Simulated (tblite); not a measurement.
Run record: tight-binding relaxation, `CN(C)C(=O)[SiH2][SiH2]O[SiH3]`.

Computed with GFN2-xTB geometry optimisation, gas phase (tblite 0.8.0). Start geometry: from a force field or distance geometry. The command runs a driver script over a list of jobs; the input below is this job's line of settings and its coordinates in Å.

Command:
```bash
OMP_NUM_THREADS=1 python probes_run.py task.json out
```

Input:
```
{"job": {"kind": "relax", "xc": "GFN2-xTB", "basis": "xTB"}, "charge": 0, "multiplicity": 1}
C     -3.617900    -0.999000     0.651200
N     -2.458600    -0.167900     0.317000
C     -2.735500     1.155200    -0.169300
C     -1.127600    -0.658700     0.488900
O     -0.920100    -1.830100     0.941400
Si     0.321200     0.413900     0.069000
Si     2.226700    -0.737900    -0.073500
O      3.172400    -0.264200    -1.424600
Si     4.643200     0.467700    -0.932600
H     -3.363700    -2.055300     0.428900
H     -4.491200    -0.704100     0.010000
H     -3.862400    -0.847900     1.737000
H     -3.575500     1.053100    -0.912700
H     -3.139100     1.821600     0.614600
H     -1.827600     1.565000    -0.626400
H      0.364600     1.497100     1.076200
H      0.023300     0.969100    -1.260200
H      3.068600    -0.419600     1.111900
H      2.026200    -2.186200    -0.039600
H      5.359000    -0.512600    -0.104000
H      5.508400     0.720000    -2.109100
H      4.395000     1.740100    -0.195800
```

Output:
```
step      E/eV     max force
  0    -798.94611    3.885
  1    -799.28767    2.698
  2    -799.42423    1.458
  3    -799.51385    0.681
  4    -799.57044    0.576
  5    -799.62792    0.504
  6    -799.67694    0.574
  7    -799.73103    0.555
  8    -799.77217    0.487
  9    -799.81032    0.425
... (92 lines left out)
102    -800.20682    0.018
103    -800.20688    0.016
104    -800.20694    0.018
105    -800.20703    0.025
106    -800.20712    0.024
107    -800.20721    0.019
108    -800.20726    0.016
109    -800.20729    0.015
110    -800.20732    0.014
111    -800.20734    0.008
```

«max force» is the largest atomic force in eV/Å.

Question: From which step on does the largest force stay under 0.1 eV/Å, and how much energy is left to gain from there?

Answer: From step 45 (0.086 eV/Å), 16.6 meV above the end.

Summary of the converged run: energy lowered by 29.1 kcal/mol over 111 steps; largest atomic force 0.008 eV/Å at the end.

Question: Where do the atoms end?

Answer: 0.569 Å rms from the input after alignment:
```
atom  x, y, z in Å
C1    -3.4527   -1.0509    0.6898
N2    -2.4055   -0.1295    0.3054
C3    -2.8523    1.1803   -0.0788
C4    -1.1168   -0.5078    0.3339
O5    -0.7897   -1.6410    0.6951
Si6    0.3624    0.6006   -0.1812
Si7    2.0464   -0.9263    0.1714
O8     3.4370   -0.1704   -0.2336
Si9    4.7725    0.4797   -0.8515
H10   -2.9826   -1.9922    0.9681
H11   -4.1378   -1.2163   -0.1452
H12   -4.0154   -0.6567    1.5389
H13   -3.5606    1.1060   -0.9090
H14   -3.3575    1.6673    0.7608
H15   -2.0088    1.7909   -0.3855
H16    0.3119    1.8393    0.6249
H17    0.0966    1.0982   -1.5491
H18    2.2633   -1.3144    1.5688
H19    2.0032   -2.1187   -0.6816
H20    5.9098   -0.2744   -0.3291
H21    4.6835    0.3828   -2.3083
H22    4.7827    1.8730   -0.4059
```

Time: 2.3 s wall. Hardware: Arm Neoverse N1, one thread, shared host with 64 logical CPUs at a one-minute load of 61.
Labels such as C1 count atoms from 1, the log's own numbers from 0.
